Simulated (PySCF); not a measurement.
AlBr⁺: one state, many levels of theory

State: ²Σ⁺ (doublet), unpaired electrons σ ↑. Set-up: PySCF, no relativity, basis sets Al def2-TZVPPD, Br def2-TZVPPD. De refers to Al⁺ + Br in their high-spin ground configurations, without counterpoise correction. The functionals are run spin-unrestricted. A positive dipole points towards Br; it is taken about the centre of mass and depends on that origin.

| Level | Re (Å) | ωe (cm⁻¹) | De (eV) | μ (D) | CPU s a point (SCF and correlation, without the integrals) |
| --- | --- | --- | --- | --- | --- |
| UHF | 2.172 | 488 | 1.04 | -7.53 | 1.7 |
| UHF-MP2 | 2.172 | 494 | 1.74 | n/a | 3 |
| UHF-SCS-MP2 | 2.177 | 485 | 1.49 | n/a | n/a |
| UHF-CCSD | 2.181 | 472 | 1.35 | n/a | n/a |
| UHF-CCSD(T) | 2.186 | 469 | 1.48 | n/a | 110 |
| PBE | 2.202 | 442 | 1.82 | -6.71 | 1.5 |
| PBEsol | 2.187 | 455 | 2.06 | -6.71 | 1.2 |
| revPBE | 2.209 | 439 | 1.70 | -6.78 | 1.3 |
| BLYP | 2.221 | 419 | 1.48 | -6.81 | 1.2 |
| r²SCAN | 2.178 | 473 | 2.05 | -6.94 | 2.1 |
| PBE0 | 2.181 | 464 | 1.75 | -6.92 | 3.2 |
| B97-3 | 2.190 | 457 | 1.57 | -6.94 | 2 |
| MN15 | 2.175 | 455 | 1.45 | -7.10 | 3 |
| ωB97M-V | 2.187 | 452 | 1.30 | -7.12 | 8.8 |

(1) Which functional lies closest to UHF-CCSD(T) in De, which farthest, and by how much do they differ from it?

(2) What does the step from GGA to meta-GGA do here, going from PBE to r²SCAN?

(3) What does the triples do here, going from UHF-CCSD to UHF-CCSD(T)?

Correlated steps freeze 14 core orbitals. Spin–orbit coupling is left out. For an ion De counts to the pair picked by the measured ionisation energies or electron affinities, which need not be the lowest pair at this level. The state is the lowest determinant that a PBE0 search found; another state may lie lower at other levels.

The whole job (state search and all levels along the bond) took about 11 min on 2 threads of Intel Xeon 6975P-C (shared host), peak memory 5.1 GiB.

Answers

(1) Closest is BLYP (+3.5 pm in Re, -10.7 % in ωe, +0.00 eV in De against UHF-CCSD(T) in the same basis), farthest PBEsol (+0.1 pm in Re, -3.0 % in ωe, +0.58 eV in De). CCSD(T) converges more slowly with the basis than the functionals do and binds too weakly in this one, so the order can change at the basis-set limit.

(2) r²SCAN less PBE: -2.4 pm in Re, +7.0 % in ωe, +0.23 eV in De. 

(3) UHF-CCSD(T) less UHF-CCSD: +0.5 pm in Re, -0.6 % in ωe, +0.13 eV in De. Correlation nearly always deepens the well. The bond lengthens, as in strong covalent bonds, where excitations into antibonding orbitals dominate.
